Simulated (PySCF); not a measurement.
A geometry optimisation, step by step.

GeH6N2.
Bonds: N1–Ge2, Ge2–N3. Hydrogens: H4, H5 on N1; H6, H7 on Ge2; H8, H9 on N3.

Computed by this run: PBE0-D3(BJ)/def2-SVP geometry optimisation, gas phase in PySCF; density fitting, grid level 1; the optimiser is geomeTRIC in internal coordinates, started from a GFN2-xTB structure with every atom displaced at random (about 0.01 Å). The frame can shift and turn from step to step; on so coarse a grid that alone can change the energy by a few meV, and forces under 0.02 eV/Å are noise.

Step 0: E = -59576.3807 eV, largest atomic force 1.961 eV/Å
```
atom  x, y, z in Å  |  force x, y, z in eV/Å
N1      1.596   -0.203    0.250   -0.388   1.440  -0.791
Ge2    -0.041    0.626    0.151    0.417  -0.850  -0.022
N3     -1.373   -0.591   -0.183    1.623   0.138   1.092
H4      1.663   -0.967    0.866    0.048  -1.225   0.968
H5      2.016   -0.440   -0.636    0.155  -0.083  -0.274
H6     -0.350    1.195    1.501   -0.212   0.330   0.681
H7      0.123    1.723   -0.874    0.068   0.424  -0.501
H8     -2.287   -0.254   -0.089   -1.820   0.621   0.196
H9     -1.288   -1.105   -1.019    0.109  -0.794  -1.349
```

Step 1: E = -59576.4947 eV, largest atomic force 0.381 eV/Å
```
atom  x, y, z in Å  |  force x, y, z in eV/Å
N1      1.423   -0.364    0.344    0.052  -0.269   0.265
Ge2    -0.230    0.405    0.250   -0.050   0.258  -0.018
N3     -1.546   -0.848   -0.053   -0.253  -0.032  -0.140
H4      1.493   -1.163    0.980   -0.028   0.238  -0.223
H5      1.846   -0.611   -0.545   -0.012   0.006  -0.006
H6     -0.581    1.043    1.618    0.037  -0.080  -0.169
H7     -0.095    1.503   -0.851   -0.029  -0.158   0.129
H8     -2.505   -0.497    0.040    0.332  -0.142  -0.043
H9     -1.468   -1.360   -0.934   -0.049   0.178   0.206
```

Step 2: E = -59576.5020 eV, largest atomic force 0.071 eV/Å
```
atom  x, y, z in Å  |  force x, y, z in eV/Å
N1      1.423   -0.363    0.349    0.025  -0.034   0.058
Ge2    -0.231    0.408    0.248    0.002   0.054  -0.007
N3     -1.541   -0.849   -0.051   -0.031  -0.038  -0.016
H4      1.486   -1.161    0.976   -0.011   0.013  -0.030
H5      1.845   -0.609   -0.541   -0.003   0.010  -0.009
H6     -0.582    1.041    1.606   -0.004   0.006   0.003
H7     -0.102    1.494   -0.847    0.001  -0.019  -0.013
H8     -2.495   -0.506    0.045    0.035  -0.023   0.015
H9     -1.467   -1.346   -0.936   -0.013   0.031   0.000
```

Step 3: E = -59576.5030 eV, largest atomic force 0.041 eV/Å
```
atom  x, y, z in Å  |  force x, y, z in eV/Å
N1      1.423   -0.361    0.353    0.011   0.024   0.010
Ge2    -0.231    0.410    0.248   -0.004  -0.001   0.002
N3     -1.538   -0.853   -0.051    0.036  -0.020   0.007
H4      1.481   -1.163    0.974   -0.008  -0.031   0.007
H5      1.846   -0.604   -0.538    0.000   0.009  -0.005
H6     -0.584    1.043    1.603   -0.008   0.012   0.007
H7     -0.103    1.491   -0.851    0.006  -0.003  -0.021
H8     -2.491   -0.516    0.053   -0.026   0.004   0.026
H9     -1.467   -1.339   -0.941   -0.007   0.006  -0.032
```

Step 4: E = -59576.5049 eV, largest atomic force 0.115 eV/Å
```
atom  x, y, z in Å  |  force x, y, z in eV/Å
N1      1.426   -0.354    0.365   -0.010   0.093  -0.052
Ge2    -0.231    0.413    0.245   -0.016  -0.082   0.019
N3     -1.526   -0.864   -0.054    0.113   0.014   0.016
H4      1.467   -1.169    0.968    0.000  -0.077   0.045
H5      1.853   -0.585   -0.527    0.010   0.005   0.004
H6     -0.596    1.050    1.595   -0.013   0.022   0.007
H7     -0.105    1.481   -0.865    0.014   0.020  -0.023
H8     -2.481   -0.547    0.084   -0.090   0.032   0.040
H9     -1.472   -1.316   -0.962   -0.008  -0.027  -0.057
```

Step 5: E = -59576.5065 eV, largest atomic force 0.119 eV/Å
```
atom  x, y, z in Å  |  force x, y, z in eV/Å
N1      1.430   -0.344    0.380   -0.027   0.091  -0.062
Ge2    -0.231    0.413    0.240   -0.016  -0.108   0.024
N3     -1.515   -0.877   -0.059    0.113   0.037  -0.005
H4      1.456   -1.176    0.961    0.007  -0.070   0.045
H5      1.868   -0.559   -0.512    0.014   0.004   0.009
H6     -0.614    1.056    1.583   -0.011   0.022   0.002
H7     -0.104    1.470   -0.880    0.012   0.025  -0.014
H8     -2.469   -0.580    0.122   -0.081   0.032   0.041
H9     -1.485   -1.293   -0.986   -0.010  -0.034  -0.042
```

Step 6: E = -59576.5078 eV, largest atomic force 0.077 eV/Å
```
atom  x, y, z in Å  |  force x, y, z in eV/Å
N1      1.435   -0.334    0.395   -0.035   0.031  -0.037
Ge2    -0.232    0.409    0.234   -0.005  -0.075   0.017
N3     -1.507   -0.889   -0.068    0.051   0.041  -0.030
H4      1.450   -1.183    0.954    0.012  -0.023   0.020
H5      1.891   -0.527   -0.493    0.011   0.007   0.011
H6     -0.636    1.059    1.568   -0.005   0.013  -0.003
H7     -0.099    1.458   -0.894    0.005   0.015   0.000
H8     -2.457   -0.612    0.162   -0.026   0.013   0.025
H9     -1.508   -1.273   -1.009   -0.008  -0.023  -0.004
```

Step 7: E = -59576.5085 eV, largest atomic force 0.040 eV/Å
```
atom  x, y, z in Å  |  force x, y, z in eV/Å
N1      1.436   -0.330    0.402   -0.027  -0.021  -0.009
Ge2    -0.233    0.404    0.230    0.006  -0.021   0.005
N3     -1.506   -0.892   -0.075   -0.008   0.026  -0.029
H4      1.453   -1.186    0.951    0.010   0.016  -0.002
H5      1.907   -0.507   -0.481    0.005   0.008   0.008
H6     -0.648    1.059    1.558   -0.001   0.002  -0.004
H7     -0.094    1.453   -0.899    0.000   0.001   0.006
H8     -2.452   -0.625    0.183    0.015  -0.004   0.006
H9     -1.526   -1.266   -1.021   -0.002  -0.007   0.019
```

Step 8: E = -59576.5088 eV, largest atomic force 0.037 eV/Å
```
atom  x, y, z in Å  |  force x, y, z in eV/Å
N1      1.436   -0.330    0.404   -0.012  -0.035   0.004
Ge2    -0.233    0.401    0.228    0.008   0.012  -0.001
N3     -1.508   -0.891   -0.080   -0.027   0.011  -0.015
H4      1.458   -1.187    0.952    0.005   0.024  -0.009
H5      1.916   -0.498   -0.476    0.001   0.007   0.004
H6     -0.653    1.057    1.555    0.000  -0.004  -0.002
H7     -0.091    1.452   -0.898    0.000  -0.005   0.004
H8     -2.452   -0.626    0.190    0.024  -0.011  -0.004
H9     -1.536   -1.268   -1.024    0.002   0.002   0.018
```

Step 9: E = -59576.5089 eV, largest atomic force 0.022 eV/Å
```
atom  x, y, z in Å  |  force x, y, z in eV/Å
N1      1.435   -0.332    0.403   -0.004  -0.021   0.003
Ge2    -0.233    0.400    0.227    0.005   0.015  -0.001
N3     -1.510   -0.889   -0.082   -0.017   0.003  -0.003
H4      1.461   -1.187    0.953    0.001   0.012  -0.005
H5      1.919   -0.496   -0.475    0.000   0.004   0.001
H6     -0.654    1.056    1.554    0.000  -0.004   0.000
H7     -0.089    1.453   -0.897    0.000  -0.005   0.001
H8     -2.454   -0.625    0.190    0.012  -0.008  -0.004
H9     -1.539   -1.269   -1.024    0.002   0.003   0.007
```

**Question.** Summarise the path.

**Answer.** The energy falls by 12.36 kJ/mol from step 0 to step 9; nine tenths of that is first reached at step 2. It falls at every step. The largest force goes from 1.961 to 0.022 eV/Å. Among the bonds Ge2–H6 changes most, from 1.497 to 1.539 Å; the atoms move by 0.120 Å rms after alignment.

**Question.** Follow the three bonds and two angles with the largest change from start to end.

**Answer.** 
| step | E above end (kJ/mol) | largest force (eV/Å) | Ge2–H6 (Å) | N3–H8 (Å) | Ge2–H7 (Å) | Ge2–N1–H4 (°) | N1–Ge2–H6 (°) |
| --- | --- | --- | --- | --- | --- | --- | --- |
| 0 | 12.36 | 1.961 | 1.497 | 0.978 | 1.510 | 116.4 | 107.9 |
| 1 | 1.37 | 0.381 | 1.550 | 1.025 | 1.561 | 115.0 | 109.4 |
| 2 | 0.66 | 0.071 | 1.538 | 1.018 | 1.548 | 114.9 | 109.4 |
| 3 | 0.57 | 0.041 | 1.537 | 1.017 | 1.547 | 114.8 | 109.3 |
| 4 | 0.38 | 0.115 | 1.537 | 1.015 | 1.545 | 114.4 | 109.3 |
| 5 | 0.23 | 0.119 | 1.537 | 1.015 | 1.545 | 113.9 | 109.4 |
| 6 | 0.10 | 0.077 | 1.538 | 1.016 | 1.546 | 113.6 | 109.5 |
| 7 | 0.04 | 0.040 | 1.538 | 1.017 | 1.547 | 113.7 | 109.6 |
| 8 | 0.01 | 0.037 | 1.539 | 1.017 | 1.547 | 114.0 | 109.6 |
| 9 | 0.00 | 0.022 | 1.539 | 1.017 | 1.547 | 114.3 | 109.7 |

The cost below is that of the whole optimisation. Time: 25 s; peak memory 0.38 GiB. Hardware: Arm Neoverse V1, one thread, shared host with 32 logical CPUs at a one-minute load of 10.
